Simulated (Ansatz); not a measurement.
This geometry of FH + H4OSn (8 atoms, charge 0, multiplicity 1) is a first-order saddle point.

Method: RKS PBE-D4/def2-SVP in Ansatz 0.2.0.

```xyz
8
Properties=species:S:1:pos:R:3
Sn -0.155 -0.052 -0.030
H 0.000 0.590 1.927
H 1.551 -0.320 -0.021
H -0.775 1.357 -0.802
O -0.746 -1.800 -0.812
H -1.688 -1.936 -0.589
F -1.877 -0.303 1.379
H -0.933 0.230 1.923
```

Q: Which two structures does it join? (They come from a converged band through this point; their orientation in space is the band's.)

A: Bonds broken: Sn1–H2, F7–H8. Bonds formed: Sn1–F7, H2–H8. FH + H4OSn becomes FH3OSn + H2.

First end point:

```xyz
8
Properties=species:S:1:pos:R:3
Sn 0.228 0.078 -0.077
H 0.099 0.298 1.666
H 1.868 -0.206 -0.511
H -0.490 1.440 -0.861
O -0.716 -1.637 -0.520
H -1.582 -1.577 -0.064
F -2.427 -0.403 1.456
H -1.604 -0.227 1.887
```

Last end point:

```xyz
8
Properties=species:S:1:pos:R:3
Sn -0.355 0.025 -0.539
H -0.187 -0.053 3.588
H 1.255 0.068 0.052
H -0.859 1.084 -1.807
O -0.692 -1.897 -0.963
H -1.613 -2.030 -1.261
F -1.567 0.472 0.949
H -0.606 0.097 2.958
```

Q: How far does it lie above each of them?

A: 0.79 eV above the first and 1.11 eV above the second. This is the barrier of this one path; another mechanism may lie lower. The orbitals stay closed-shell, which can raise the energy where a bond breaks towards radicals; this wasn't checked here.

The run took 6.5 min on 1 thread of Arm Neoverse V1, on a shared host, peak memory 0.14 GiB.
